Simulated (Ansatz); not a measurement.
Al₂O₆H₆. Charge 0, multiplicity 1. Geometry r2SCAN-D4/def2-SVP, basis def2-TZVP, Ansatz.

```xyz
14

Al    1.052    0.506    0.137
Al   -1.640   -0.266   -0.263
O    -2.329   -0.082   -1.818
O     2.122    1.283   -0.930
O     1.440   -0.032    1.730
O     0.327   -2.173    0.572
O    -0.595    1.282   -0.053
O     0.081   -1.026   -0.282
H     0.737   -1.704    1.341
H     2.051    0.334    2.373
H     3.043    1.066   -1.089
H    -0.760    2.093   -0.551
H    -3.067   -0.578   -2.177
H    -2.461   -0.704    1.011
```

```tsv
run	HOMO (eV)	LUMO (eV)
A	-6.34	-1.66
B	-11.89	2.56
C	-6.51	-1.96
D	-11.07	1.89
E	-6.28	-1.57
F	-6.76	-1.30
```

LC-ωPBE has ω = 0.4 bohr⁻¹. The structure holds one bond between oxygen atoms, so isomers without such links may lie far lower. The structure comes from a short search, and lower isomers may exist.

Q: The runs used BLYP, HF, LC-ωPBE, LDA (SPW92), PBE, r2SCAN. Estimate which is which.

A: A PBE (0 % exact exchange); B HF (100 % exact exchange); C LDA (SPW92) (0 % exact exchange); D LC-ωPBE (range-separated); E BLYP (0 % exact exchange); F r2SCAN (0 % exact exchange). Exact exchange lowers occupied and raises empty levels; among semilocal functionals meta-GGAs tend to open the gap a little, and such runs are hard to tell apart. The gap grows from 4.55 eV (LDA (SPW92)) to 14.46 eV (HF).
